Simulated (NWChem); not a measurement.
System: C$_{2}$H$_{4}$BFO$_{2}$; SMILES C=C(F)B(O)O

Here is an NWChem input.

```
start job
memory heap 200 mb stack 900 mb global 1100 mb
geometry units angstroms noautoz
  C     -1.247839    -1.498239     0.000000
  C     -0.129357    -0.776023     0.000000
  F      1.073138    -1.405234     0.000000
  B      0.009090     0.792404     0.000000
  O     -1.108695     1.556280     0.000000
  O      1.243115     1.359740     0.000000
  H     -1.227746    -2.591008     0.000000
  H     -2.208007    -0.980472     0.000000
  H     -0.899315     2.496856     0.000000
  H      1.934215     0.686885     0.000000
end
basis spherical
  * library def2-tzvp
end
dft
  xc m06-2x
  iterations 150
  semidirect filesize 400000000
  mulliken
end
task dft energy
```

Excerpt of the output:

```
             Northwest Computational Chemistry Package (NWChem) 7.3.0
             --------------------------------------------------------

 CS  symmetry detected

                             Geometry "geometry" -> ""
                             -------------------------

 Output coordinates in angstroms (scale by  1.889725989 to convert to a.u.)

  No.       Tag          Charge          X              Y              Z
 ---- ---------------- ---------- -------------- -------------- --------------
    1 C                    6.0000    -1.27489297    -1.49084307     0.00000000
    2 C                    6.0000    -0.14474863    -0.78701660     0.00000000
    3 F                    9.0000     1.04729470    -1.43581041     0.00000000
    4 B                    5.0000     0.01933170     0.77893630     0.00000000
    5 O                    8.0000    -1.08581050     1.56099165     0.00000000
    6 O                    8.0000     1.26247050     1.32601376     0.00000000
    7 H                    1.0000    -1.27267505    -2.58379453     0.00000000
    8 H                    1.0000    -2.22646439    -0.95744164     0.00000000
    9 H                    1.0000    -0.86107525     2.49801741     0.00000000
   10 H                    1.0000     1.94247343     0.64194572     0.00000000

 Effective nuclear repulsion energy (a.u.)     219.1008600964

      Symmetry information
      --------------------

 Group name             Cs
 Group number              2
 Group order               2
 No. of unique centers    10

                                 NWChem DFT Module
                                 -----------------

 Summary of "ao basis" -> "ao basis" (spherical)
 ------------------------------------------------------------------------------
       Tag                 Description            Shells   Functions and Types
 ---------------- ------------------------------  ------  ---------------------
 C                         def2-tzvp                11       31   5s3p2d1f
 F                         def2-tzvp                11       31   5s3p2d1f
 B                         def2-tzvp                11       31   5s3p2d1f
 O                         def2-tzvp                11       31   5s3p2d1f
 H                         def2-tzvp                 4        6   3s1p

      Symmetry analysis of basis
      --------------------------

        a'        146
        a"         64

            General Information
            -------------------
          SCF calculation type: DFT
          Wavefunction type:  closed shell.
          No. of atoms     :    10
          No. of electrons :    46
           Alpha electrons :    23
            Beta electrons :    23
          Charge           :     0
          Spin multiplicity:     1
          Use of symmetry is: on ; symmetry adaption is: on
          Maximum number of iterations: 150
          AO basis - number of functions:   210
                     number of shells:    82
          Convergence on energy requested:  1.00D-06
          Convergence on density requested:  1.00D-05
          Convergence on gradient requested:  5.00D-04

              XC Information
              --------------
                       M06-2X Method XC Functional
                     Hartree-Fock (Exact) Exchange  0.540
                        M06-2X Exchange Functional  1.000
                      M06-2X Correlation Potential  1.000

             Grid Information
             ----------------
          Grid used for XC integration:  medium
          Radial quadrature: Mura-Knowles
          Angular quadrature: Lebedev.
          Tag              B.-S. Rad. Rad. Pts. Rad. Cut. Ang. Pts.
          ---              ---------- --------- --------- ---------
          C                   0.70       49          11.0       434
          F                   0.50       49          12.0       434
          B                   0.85       49          11.0       434
          O                   0.60       49          12.0       434
          H                   0.35       45          13.0       434
          Grid pruning is: on
          Number of quadrature shells:   474
          Spatial weights used:  Erf1

      Superposition of Atomic Density Guess
      -------------------------------------

 Sum of atomic energies:        -350.86329892

      Non-variational initial energy
      ------------------------------

 Total energy =    -353.462826
 1-e energy   =    -915.527220
 2-e energy   =     342.963534
 HOMO         =      -0.315984
 LUMO         =      -0.019705

      Symmetry analysis of molecular orbitals - initial
      -------------------------------------------------

  Numbering of irreducible representations:

     1 a'          2 a"

  Orbital symmetries:

     1 a'          2 a'          3 a'          4 a'          5 a'
     6 a'          7 a'          8 a'          9 a'         10 a'
    11 a'         12 a'         13 a'         14 a'         15 a"
    16 a'         17 a'         18 a"         19 a'         20 a'
    21 a"         22 a'         23 a"         24 a"         25 a'
    26 a'         27 a'         28 a'         29 a"         30 a'
    31 a'         32 a'         33 a"

------------------------------------------------------------
EAF file 0: "./job.aoints.0" size=487063552 bytes
------------------------------------------------------------
               write      read    awrite     aread      wait
               -----      ----    ------     -----      ----
     calls:      929         0         0         0         0
   data(b): 4.87e+08  0.00e+00  0.00e+00  0.00e+00
   time(s): 0.00e+00  0.00e+00  0.00e+00  0.00e+00  0.00e+00
rate(mb/s): 0.00e+00  0.00e+00
------------------------------------------------------------

     ---------------------------------------------
      Total Density - Mulliken Population Analysis
     ---------------------------------------------

    Atom       Charge   Shell Charges
 -----------   ------   -------------------------------------------------------
    1 C    6     6.44   0.86  1.12  0.57  0.66  0.12  1.25  1.32  0.50  0.01  0.02  0.01
    2 C    6     5.66   0.86  1.12  0.55  0.64  0.10  1.02  1.07  0.16  0.03  0.09  0.01
    3 F    9     9.36   0.77  1.20  0.61  1.00  0.32  2.31  2.30  0.83  0.00  0.01  0.00
    4 B    5     4.36   0.92  1.06  0.51  0.39  0.04  0.75  0.38  0.06  0.09  0.12  0.04
    5 O    8     8.72   0.79  1.18  0.60  0.92  0.25  2.01  2.15  0.80  0.00  0.01  0.00
    6 O    8     8.72   0.79  1.18  0.59  0.93  0.24  2.02  2.15  0.79  0.00  0.01  0.00
    7 H    1     0.83   0.23  0.44  0.13  0.02
    8 H    1     0.82   0.23  0.44  0.12  0.02
    9 H    1     0.55   0.19  0.25  0.06  0.04
   10 H    1     0.55   0.19  0.26  0.06  0.04

   convergence    iter        energy       DeltaE   RMS-Dens  Diis-err
 ---------------- ----- ----------------- --------- --------- ---------
 d= 0,ls=0.0,diis     1   -353.7558260719 -5.73D+02  4.52D-03  1.10D+00
 d= 0,ls=0.0,diis     2   -353.7802476665 -2.44D-02  1.84D-03  1.13D+00
 d= 0,ls=0.0,diis     3   -353.8719634091 -9.17D-02  4.15D-04  2.08D-02
 d= 0,ls=0.0,diis     4   -353.8738428811 -1.88D-03  1.12D-04  1.37D-03
 d= 0,ls=0.0,diis     5   -353.8739596397 -1.17D-04  5.58D-05  4.28D-04
  Resetting Diis
 d= 0,ls=0.0,diis     6   -353.8740090426 -4.94D-05  1.06D-05  1.14D-05
 d= 0,ls=0.0,diis     7   -353.8740103005 -1.26D-06  4.80D-06  1.44D-06
 d= 0,ls=0.0,diis     8   -353.8740102615  3.89D-08  2.39D-06  2.23D-06

         Total DFT energy =     -353.874010261511
      One electron energy =     -920.073714045805
           Coulomb energy =      391.111554139295
    Exchange-Corr. energy =      -44.012710451374
 Nuclear repulsion energy =      219.100860096373

 Numeric. integr. density =       45.999992792702

                  Occupations of the irreducible representations
                  ----------------------------------------------

                     irrep           alpha         beta
                     --------     --------     --------
                     a'               19.0         19.0
                     a"                4.0          4.0

                       DFT Final Molecular Orbital Analysis
                       ------------------------------------

 Vector   21  Occ=2.000000D+00  E=-4.173905D-01  Symmetry=a"
              MO Center=  8.9D-02,  1.4D+00, -6.3D-15, r^2= 2.0D+00
   Bfn.  Coefficient  Atom+Function         Bfn.  Coefficient  Atom+Function
  ----- ------------  ---------------      ----- ------------  ---------------
   132      0.333871   5 O  pz              163     -0.331762   6 O  pz
   135      0.285444   5 O  pz              166     -0.284919   6 O  pz
   169     -0.216726   6 O  pz              138      0.208580   5 O  pz
   116      0.038206   4 B  d  1            111      0.034120   4 B  d  1

 Vector   22  Occ=2.000000D+00  E=-4.111761D-01  Symmetry=a'
              MO Center=  8.3D-02, -2.5D-01,  5.9D-15, r^2= 3.1D+00
   Bfn.  Coefficient  Atom+Function         Bfn.  Coefficient  Atom+Function
  ----- ------------  ---------------      ----- ------------  ---------------
    38      0.259185   2 C  py              100     -0.205635   4 B  py
    69     -0.192841   3 F  py              162      0.193453   6 O  py
    41      0.186278   2 C  py               72     -0.160358   3 F  py
   165      0.159065   6 O  py              103     -0.154913   4 B  py
     7     -0.151866   1 C  py               75     -0.127275   3 F  py

 Vector   23  Occ=2.000000D+00  E=-3.322507D-01  Symmetry=a"
              MO Center= -6.1D-01, -1.1D+00, -2.8D-16, r^2= 1.9D+00
   Bfn.  Coefficient  Atom+Function         Bfn.  Coefficient  Atom+Function
  ----- ------------  ---------------      ----- ------------  ---------------
     8      0.287250   1 C  pz               11      0.265164   1 C  pz
    39      0.263976   2 C  pz               42      0.246059   2 C  pz
    70     -0.185690   3 F  pz               14      0.174960   1 C  pz
    73     -0.152099   3 F  pz               76     -0.140945   3 F  pz
    45      0.107397   2 C  pz              132     -0.078004   5 O  pz

 Vector   24  Occ=0.000000D+00  E= 4.628518D-03  Symmetry=a"
              MO Center= -5.4D-01, -5.9D-01, -4.2D-15, r^2= 3.3D+00
   Bfn.  Coefficient  Atom+Function         Bfn.  Coefficient  Atom+Function
  ----- ------------  ---------------      ----- ------------  ---------------
    14      0.527350   1 C  pz               45     -0.398710   2 C  pz
     8      0.256977   1 C  pz              104     -0.256969   4 B  pz
    11      0.227967   1 C  pz               39     -0.221545   2 C  pz
    42     -0.213802   2 C  pz              101     -0.208448   4 B  pz
   107     -0.161101   4 B  pz              169      0.155693   6 O  pz

 Vector   25  Occ=0.000000D+00  E= 4.816886D-02  Symmetry=a'
              MO Center=  5.4D-01,  1.0D+00,  1.2D-14, r^2= 6.9D+00
   Bfn.  Coefficient  Atom+Function         Bfn.  Coefficient  Atom+Function
  ----- ------------  ---------------      ----- ------------  ---------------
    98      2.493108   4 B  s                44     -1.314712   2 C  py
     5     -1.223431   1 C  s                36     -1.008227   2 C  s
   106     -0.730916   4 B  py              160     -0.711919   6 O  s
   201      0.666494   9 H  s                43     -0.591948   2 C  px
   129     -0.489395   5 O  s               103     -0.418473   4 B  py

 Vector   26  Occ=0.000000D+00  E= 7.454408D-02  Symmetry=a'
              MO Center=  1.0D-01,  1.6D+00,  2.8D-15, r^2= 7.4D+00
   Bfn.  Coefficient  Atom+Function         Bfn.  Coefficient  Atom+Function
  ----- ------------  ---------------      ----- ------------  ---------------
    44      1.814946   2 C  py               98     -1.705924   4 B  s
   106      1.698295   4 B  py                5      1.586937   1 C  s
    97     -1.409902   4 B  s                36      1.186686   2 C  s
   129     -0.938269   5 O  s                43      0.893012   2 C  px
    12      0.782388   1 C  px              201      0.737045   9 H  s

------------------------------------------------------------
EAF file 0: "./job.aoints.0" size=658505728 bytes
------------------------------------------------------------
               write      read    awrite     aread      wait
               -----      ----    ------     -----      ----
     calls:     1256         7         0      8785      8785
   data(b): 6.59e+08  3.67e+06  0.00e+00  4.61e+09
   time(s): 0.00e+00  0.00e+00  0.00e+00  0.00e+00  0.00e+00
rate(mb/s): 0.00e+00  0.00e+00
------------------------------------------------------------

     ---------------------------------------------
      Total Density - Mulliken Population Analysis
     ---------------------------------------------

    Atom       Charge   Shell Charges
 -----------   ------   -------------------------------------------------------
    1 C    6     6.31   0.86  1.12  0.52  0.71  0.09  1.30  1.21  0.47  0.01  0.02  0.00
    2 C    6     5.84   0.86  1.12  0.54  0.59  0.11  1.24  1.08  0.16  0.03  0.10  0.01
    3 F    9     9.23   0.77  1.20  0.61  0.95  0.39  2.26  2.14  0.88  0.00  0.01  0.00
    4 B    5     4.74   0.91  1.06  0.50  0.27  0.02  1.01  0.52  0.07  0.11  0.23  0.04
    5 O    8     8.44   0.79  1.18  0.59  0.87  0.32  1.91  1.92  0.84  0.00  0.02  0.00
    6 O    8     8.43   0.79  1.18  0.59  0.87  0.33  1.91  1.92  0.83  0.00  0.02  0.00
    7 H    1     0.85   0.27  0.46  0.10  0.02
    8 H    1     0.84   0.27  0.46  0.09  0.02
    9 H    1     0.66   0.25  0.32  0.04  0.05
   10 H    1     0.65   0.25  0.32  0.03  0.05

     -------------------------------------------
      Total Density - Lowdin Population Analysis
     -------------------------------------------

    Atom       Charge   Shell Charges
 -----------   ------   -------------------------------------------------------
    1 C    6     6.15   0.91  1.04  0.37  0.36  0.18  1.12  1.33  0.61  0.02  0.19  0.03
    2 C    6     6.24   0.91  1.03  0.35  0.31  0.17  1.07  1.19  0.51  0.05  0.54  0.10
    3 F    9     8.84   0.86  1.10  0.59  0.68  0.36  2.13  2.13  0.96  0.00  0.03  0.00
    4 B    5     5.89   0.95  0.99  0.31  0.23  0.11  0.88  0.79  0.28  0.22  0.82  0.30
    5 O    8     7.80   0.87  1.08  0.50  0.53  0.28  1.74  1.84  0.90  0.00  0.04  0.00
    6 O    8     7.81   0.87  1.08  0.50  0.53  0.28  1.74  1.85  0.90  0.00  0.04  0.00
    7 H    1     0.87   0.25  0.39  0.17  0.06
    8 H    1     0.85   0.25  0.38  0.16  0.06
    9 H    1     0.78   0.24  0.29  0.10  0.15
   10 H    1     0.78   0.24  0.29  0.10  0.15

     Multipole analysis of the density
     ---------------------------------

     L   x y z        total         alpha         beta         nuclear
     -   - - -        -----         -----         ----         -------
     0   0 0 0     -0.000000    -23.000000    -23.000000     46.000000

     1   1 0 0     -0.037122     -0.018561     -0.018561      0.000000
     1   0 1 0      0.173328      0.086664      0.086664      0.000000
     1   0 0 1     -0.000000     -0.000000     -0.000000      0.000000

     2   2 0 0    -24.475742   -106.915996   -106.915996    189.356251
     2   1 1 0      0.560055     -5.037769     -5.037769     10.635593
     2   1 0 1      0.000000      0.000000      0.000000      0.000000
     2   0 2 0    -23.027839   -165.863631   -165.863631    308.699424
     2   0 1 1     -0.000000     -0.000000     -0.000000      0.000000
     2   0 0 2    -26.203914    -13.101957    -13.101957      0.000000
```

Level: M06-2X/def2-TZVP. Coordinates come from a PBE0/def2-SVP optimisation.
